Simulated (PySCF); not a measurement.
# Ionisation energy of Cu⁺ by level of theory

Cu⁺ [Ar] 3d10 (1S) → Cu²⁺ [Ar] 3d9 (2D), as a difference of total energies. All numbers are calculated (PySCF 2.14, the spin-free X2C one-electron Hamiltonian (Gaussian nucleus), in x2c-TZVPPall). Correlated levels: valence and next inner shell: [Ne] frozen. The calculations carry no spin-orbit coupling.

```json
{"method": "UHF", "ionisation energy (eV)": "17.179"}
{"method": "MP2 (valence and next inner shell)", "ionisation energy (eV)": "21.381"}
{"method": "SCS-MP2 (valence and next inner shell)", "ionisation energy (eV)": "20.805"}
{"method": "CCSD (valence and next inner shell)", "ionisation energy (eV)": "19.887"}
{"method": "CCSD(T) (valence and next inner shell)", "ionisation energy (eV)": "20.061"}
```

A first-order spin-orbit estimate (lowest level to lowest level, LS coupling) adds -0.105 eV.

Errors of the correlated levels include the incompleteness of this basis and the frozen core.

**Question.** Which method comes closest to the reference value, and which is furthest?

**Answer.** The reference is 20.292 eV (measured; NIST Atomic Spectra Database, ionization energies). Closest: CCSD(T) (valence and next inner shell) (error -0.335 eV); furthest: UHF (error -3.218 eV), both after the spin-orbit estimate.
